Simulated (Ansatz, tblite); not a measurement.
Cost and result up the ladder for Si₁₀H₁₈S, a cluster cut from the lattice of silicon (1 of the caps SH) (29 atoms). The state is a singlet with charge 0. Geometry: PBE-D4/def2-SVP.

```xyz
29

Si   -2.0478   -0.8959   -1.7288
Si   -0.5067    2.1370   -3.4572
Si   -1.0751   -1.7722    1.8734
Si    1.4379    0.3468    3.7585
Si    0.5339    1.2690    0.1338
Si   -0.2878   -0.9173   -0.1685
Si    1.2919    2.0906   -1.9364
Si   -1.2773   -0.0636   -3.7914
Si    2.2703    1.1861    1.7201
Si    0.6888   -1.8622    3.4248
S    -1.8246   -3.7952    1.6003
H    -2.6296   -2.2821   -1.8773
H    -3.1312    0.0078   -1.1955
H    -0.0962    2.7641   -4.7663
H    -1.6234    2.9608   -2.8674
H    -2.6256   -3.4784    0.5406
H    -2.1385   -0.8322    2.3920
H     2.4919    0.3956    4.8362
H     0.2731    1.1974    4.1975
H    -0.5906    2.1349    0.6482
H     0.8336   -1.7897   -0.6760
H     2.3510    1.1486   -2.4506
H     1.9094    3.4578   -1.7802
H    -0.1316   -0.9226   -4.2627
H    -2.3646   -0.1045   -4.8360
H     3.3319    0.2505    1.1984
H     2.8902    2.5485    1.9063
H     1.8062   -2.6890    2.8446
H     0.2408   -2.4906    4.7197
```

Ansatz on 4 threads of Arm Neoverse V1 on a shared host; xTB runs through tblite on one thread. Times are rough, summed over both states, and most runs start from the orbitals of an earlier one. PBE0-D4/def2-SVP serves as the yardstick here, not as an exact answer. The other state is a triplet.

The xTB rows come from tblite.

xTB has no spin-polarisation term.

```csv
level,functions,wall time
GFN1-xTB,135,0.12 s
GFN2-xTB,117,0.15 s
PBE-D4/def2-SVP,288,38 s
PBE0-D4/def2-SVP,288,86 s
```

(1) Estimate what each level gives for the vertical triplet (eV).

Results:

(1) 
```
           level  vertical triplet (eV)  difference from PBE0-D4/def2-SVP (eV)
        GFN1-xTB                   2.80                                  -1.79
        GFN2-xTB                   3.04                                  -1.55
 PBE-D4/def2-SVP                   4.09                                  -0.50
PBE0-D4/def2-SVP                   4.59                                   0.00
```
